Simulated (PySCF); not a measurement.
# Structure from 2D NMR

Compound of formula C4H5ClO2Si. Correlations simulated from computed shifts and the bond graph:

HSQC (one-bond C–H):
```csv
δH,δC
6.53,147.2
5.28,107.0
1.99,100.6
```

COSY cross peaks (H two or three bonds apart, from the bond graph; peaks can be absent where the dihedral angle is near 90°):
```csv
δH,δH
6.53,5.28
```

HMBC (two and three bonds, from the bond graph):
```csv
δH,δC
6.53,107.0
5.28,147.2
5.18,"147.2, 100.6, 90.8"
1.99,90.8
```

Carbons without hydrogens: δ 90.8.

In vacuum, single conformer, non-relativistic Hamiltonian. Structure optimised with GFN2-xTB; NMR shieldings at PBE0/pcSseg-1/GIAO; PySCF 2.14.0 with density-fitted response routines.

Referencing at the same level of theory: TMS for ¹H (σref 31.72), ¹³C (σref 186.93).

Exchangeable hydrogens are left out of these lists.

Q: Which molecule is this?

A: SMILES C#C[Si@H](O)O/C=C\Cl.

Mapped SMILES: `[CH:1]#[C:2][Si@H:3]([OH:4])[O:5]/[CH:6]=[CH:7]\[Cl:8]` (H(Xn): hydrogen on atom n).

1. δC 147.2 is C6, an alkene carbon bearing oxygen (δH 6.53).
2. δC 107.0 is C7, a β carbon of an enol-ether or enamine type C=C (δH 5.28).
3. δC 100.6 is C1, a terminal alkyne carbon (δH 1.99).
4. δC 90.8 is C2, an alkyne carbon.
5. HMBC from δH 5.18 reaches the proton-free carbon C2.
6. HMBC from δH 1.99 reaches the proton-free carbon C2.
7. COSY links 6.53–5.28.

The data come from this structure; uniqueness wasn't tested.

The OH or NH signal is concentration- and solvent-dependent in practice; the value given is the gas-phase one. Carbons that carry Cl, above all several Cl atoms, come out too deshielded, partly because spin–orbit coupling is missing. Shifts are as computed. Against solution values, carbons near 30 ppm lie about +3 ppm off and those near 130 ppm about +5 ppm; carbons on Cl a further +6 ppm. Of 1211 compounds with measured shifts, 218 miss one by over three times the rms of a fit or turn the order of signals round; such compounds aren't used in these exercises.
